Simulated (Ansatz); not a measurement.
(CdSe)2 ring (Cd2Se2). Charge 0, multiplicity 1. Geometry r2SCAN-D4/def2-SVP; atoms count from 1.

```xyz
4

Cd    0.9953    0.9135   -0.3594
Se   -0.6807   -0.0595   -2.0364
Cd   -0.9955   -0.9133    0.3595
Se    0.6809    0.0593    2.0363
```

In the def2 sets Cd takes a core potential; there is no spin–orbit coupling.

(1) Estimate the Mulliken populations from the PBE0/def2-TZVP orbitals of Ansatz.

(2) And the Mayer bond orders between heavy atoms (over 0.3)?

Results:

(1) 
```csv
atom,charge (e),d electrons
Cd1,0.56,10.00
Se2,-0.56,–
Cd3,0.56,10.00
Se4,-0.56,–
```
Mulliken values depend strongly on the basis.

(2) Cd1–Se2 0.92 (2.56 Å); Cd1–Se4 0.92 (2.56 Å); Se2–Cd3 0.92 (2.56 Å); Cd3–Se4 0.92 (2.56 Å).
